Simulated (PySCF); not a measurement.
Si(F)2(NH2)2 (F2H4N2Si), SMILES N[Si](F)(N)F.

The structure is a stationary point at PBE0-D3(BJ)/def2-SVP. Other conformers were not sampled.

The numbers are results of PBE0-D3(BJ)/def2-SVP (PySCF 2.14.0), not measurements.

Frequencies are harmonic and unscaled.

Problem. Give all harmonic wavenumbers and intensities. (An estimate is asked for; the answer gives what the named calculation found.)

Solution. 
| mode | ν (cm⁻¹) | IR (km/mol) | Raman (Å⁴/amu) | depolarisation | moving atoms (share of kinetic energy) |
|---|---|---|---|---|---|
| 1 | 209 | 7.4 | 1.3 | 0.73 | N 39 %, H 32 %, F 28 % |
| 2 | 222 | 7.6 | 1.3 | 0.73 | F 51 %, N 25 %, H 24 % |
| 3 | 237 | 0.8 | 0.1 | 0.75 | H 89 % |
| 4 | 324 | 21.9 | 1.1 | 0.75 | H 49 %, F 25 %, Si 16 %, N 10 % |
| 5 | 343 | 6.7 | 1.4 | 0.75 | F 51 %, Si 19 %, H 16 %, N 14 % |
| 6 | 349 | 94.6 | 2.2 | 0.75 | H 44 %, F 26 %, N 15 %, Si 15 % |
| 7 | 374 | 186.8 | 0.9 | 0.13 | H 67 %, N 29 % |
| 8 | 390 | 197.2 | 0.5 | 0.75 | N 45 %, H 27 %, F 17 %, Si 11 % |
| 9 | 423 | 6.2 | 1.4 | 0.68 | H 82 %, N 9 %, F 9 % |
| 10 | 760 | 5.0 | 8.5 | 0.02 | F 50 %, N 41 %, H 9 % |
| 11 | 789 | 9.8 | 0.5 | 0.75 | H 68 %, N 19 %, F 12 % |
| 12 | 809 | 5.4 | 1.4 | 0.47 | H 67 %, N 30 % |
| 13 | 933 | 188.3 | 0.6 | 0.75 | Si 46 %, F 32 %, N 15 % |
| 14 | 983 | 233.3 | 1.5 | 0.29 | Si 50 %, F 20 %, N 19 %, H 11 % |
| 15 | 1003 | 251.5 | 1.2 | 0.75 | Si 51 %, N 27 %, H 12 %, F 10 % |
| 16 | 1531 | 122.9 | 3.4 | 0.75 | H 87 %, N 13 % |
| 17 | 1535 | 35.5 | 4.6 | 0.75 | H 88 %, N 12 % |
| 18 | 3636 | 80.0 | 29.1 | 0.75 | H 96 % |
| 19 | 3638 | 13.9 | 171.1 | 0.05 | H 96 % |
| 20 | 3741 | 49.6 | 85.0 | 0.75 | H 91 %, N 9 % |
| 21 | 3742 | 62.2 | 34.5 | 0.75 | H 91 %, N 9 % |
